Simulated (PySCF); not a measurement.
Structure with atom numbers: `[GeH3:1][GeH2:2][SiH2:3][c:4]1[cH:5][cH:6][cH:7][s:8]1` (H(Xn): hydrogen on atom n).

Geometry: PBE0-D3(BJ)/def2-SVP; GIAO absolute shieldings from PySCF 2.14, gas phase, non-relativistic, averaged over equivalent atoms.

At wB97X-D/pcSseg-1 (248 basis functions, 99 s wall time on 1 thread of an Arm Neoverse V2, shared host):
```csv
atoms,σ (ppm)
Ge1,1658.4
Ge2,1673.2
Si3,420.1
C5,41.0
C7,41.9
C4,46.4
C6,49.2
S8,231.4
H(C7),23.90
H(C5),24.04
H(C6),24.11
H(Si3),26.54
H(Ge2),27.93
H(Ge1),28.33
```

Estimate the result of repeating the calculation with PBE0/pcSseg-1.

## Answers


```
 atoms  σ at PBE0/pcSseg-1  change
   Ge1              1657.7    -0.7
   Ge2              1672.3    -0.9
   Si3               419.1    -1.0
    C5                42.2    +1.2
    C7                44.2    +2.3
    C4                49.0    +2.6
    C6                50.0    +0.8
    S8               234.9    +3.5
 H(C7)               23.82   -0.08
 H(C5)               23.90   -0.14
 H(C6)               23.95   -0.16
H(Si3)               26.33   -0.21
H(Ge2)               27.74   -0.19
H(Ge1)               28.18   -0.15
```

The largest change is at S8 (aromatic ring sulfur). Cost: 248 basis functions, 69 s wall time on 1 thread of an Arm Neoverse V2, shared host. The order of the carbon signals is the same at both levels.

Relativistic effects, spin–orbit coupling among them, are left out; they matter for Ge and for the light atoms bonded to it.
